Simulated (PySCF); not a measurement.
# How methods differ on the ionisation energy of I²⁺

I²⁺ [Kr] 4d10 5s2 5p3 (4S) → I³⁺ [Kr] 4d10 5s2 5p2 (3P), as a difference of total energies. Computed with PySCF 2.14 in aug-cc-pV5Z-PP with ECP28MDF (8s8p6d4f3g2h, 139 functions), with a scalar-relativistic core potential. Correlated levels: valence: 4s2 4p6 4d10 frozen. The calculations carry no spin-orbit coupling.

| method | ionisation energy (eV) |
| --- | --- |
| UHF | 29.849 |
| LDA | 30.476 |
| PBE | 30.273 |
| PBE0 | 30.391 |
| r2SCAN | 30.568 |
| BHandHLYP | 30.249 |
| B2PLYP | 30.256 |
| B3LYP | 30.303 |
| MP2 (valence) | 30.352 |
| SCS-MP2 (valence) | 30.221 |

Problem. How much does correlation contribute at MP2 (valence)?

Solution. 30.352 − (29.849) = 0.503 eV, measured against UHF.

The reference lies between the lowest fine-structure levels, while these numbers refer to the centres of the terms.

For comparison: 29.57 ± 0.025 eV (measured; NIST Atomic Spectra Database, ionization energies).
